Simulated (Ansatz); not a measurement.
One change: `[AlH2][O][SiH2]Br` becomes `O[SiH2][O][AlH2]`.

Ansatz, PBE0-D4/def2-TZVP geometries, multiplicity 1. Each molecule was computed in one conformer, which needn't be the lowest.

Scalar relativity is left out up to krypton.

| property | `[AlH2][O][SiH2]Br` |
| --- | --- |
| LUMO energy (B3LYP/def2-TZVPP) / eV | -1.60 |
| LUMO energy (ωB97M-V/def2-TZVPP) / eV | 0.21 |
| HOMO–LUMO gap (PBE0/def2-TZVPP) / eV | 6.86 |
| HOMO–LUMO gap (ωB97M-V/def2-TZVPP) / eV | 10.67 |
| HOMO energy (PBE/def2-TZVPP) / eV | -6.96 |
| HOMO–LUMO gap (B3LYP/def2-TZVPP) / eV | 6.40 |

**Question.** Give the same properties after the change, and the shifts. (An estimate is asked.)

**Answer.** Ansatz gave: 
```
                               property  `O[SiH2][O][AlH2]`  shift
    LUMO energy (B3LYP/def2-TZVPP) / eV               -1.41   0.19
  LUMO energy (ωB97M-V/def2-TZVPP) / eV                0.40   0.19
   HOMO–LUMO gap (PBE0/def2-TZVPP) / eV                7.14   0.28
HOMO–LUMO gap (ωB97M-V/def2-TZVPP) / eV               10.97   0.30
      HOMO energy (PBE/def2-TZVPP) / eV               -6.97  -0.01
  HOMO–LUMO gap (B3LYP/def2-TZVPP) / eV                6.73   0.33
```

With PBE0 the HOMO falls by 0.08 eV and the LUMO rises by 0.20 eV, so the gap widens by about 0.28 eV. PBE moves the HOMO by -0.01 eV and ωB97M-V by -0.11 eV.

B3LYP here is the variant with VWN-RPA as its local correlation; programs differ in this.

Spin–orbit coupling is left out; it splits and shifts lone-pair levels of the heavy atoms by tenths of an eV.
